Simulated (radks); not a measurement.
Charge is removed step by step from the 4p up level of Ge, starting from [Ar] 3d10 4s2 4p(up 2, down 0). All-electron calculation, scalar-relativistic Kohn-Sham, PBEsol, spin-polarised, spherical densities, point nucleus. Program: a radial shooting solver on a logarithmic mesh with Libxc functionals.

| removed (e) | E - E(0) (eV) | eigenvalue (eV) | E minus straight line (eV) |
|---|---|---|---|
| 0 | 0.000 | -4.413 | 0.000 |
| 0.25 | 1.314 | -6.116 | -0.674 |
| 0.5 | 3.065 | -7.905 | -0.912 |
| 0.75 | 5.272 | -9.768 | -0.693 |
| 1 | 7.954 | -11.693 | 0.000 |

Removing the whole electron costs 7.954 eV by Delta-SCF, against 4.413 eV from minus the eigenvalue at the starting occupation. Slater's transition state (half an electron removed) gives 7.905 eV. Integrating minus the eigenvalue over the occupation (Janak's theorem) gives 7.955 eV. In this scalar-relativistic scheme the density is built from large components alone, so the theorem holds only approximately. The mean slope of the eigenvalue, de/dn, is 7.28 eV per electron. Ionisation energy of Ge in the NIST Atomic Spectra Database: 7.899 eV (measured).
